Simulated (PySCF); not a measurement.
# Correlation energy of N(2+) (nitrogen, charge +2)

[He] 2s1 2p1 3d1, one real determinant (an excited configuration). Computed with PySCF 2.14 in x2c-TZVPPall with one added diffuse shell each of s, p, d type (6s4p3d1f, 40 functions), with the spin-free X2C one-electron Hamiltonian (Gaussian nucleus). Frozen: nothing; 5 electrons correlated.

MP2 pair energies summed by pair of shells (mhartree):

```json
{"pair": "1s-1s", "energy": "-12.75", "share (%)": "54.5"}
{"pair": "2s-2p", "energy": "-3.29", "share (%)": "14.1"}
{"pair": "2s-3d", "energy": "-2.42", "share (%)": "10.4"}
{"pair": "1s-2s", "energy": "-1.89", "share (%)": "8.1"}
{"pair": "2p-3d", "energy": "-1.62", "share (%)": "6.9"}
{"pair": "1s-2p", "energy": "-1.32", "share (%)": "5.7"}
{"pair": "1s-3d", "energy": "-0.08", "share (%)": "0.4"}
```

Total MP2 correlation energy: -23.37 mhartree.

Same-spin part -7.96 and opposite-spin part -15.41 mhartree; SCS-MP2 scales them by 1/3 and 6/5 to -21.14 mhartree.

The reference is one real determinant that mixes LS terms of this configuration.

This basis was not built for core-valence correlation, so the inner-shell part is incomplete.
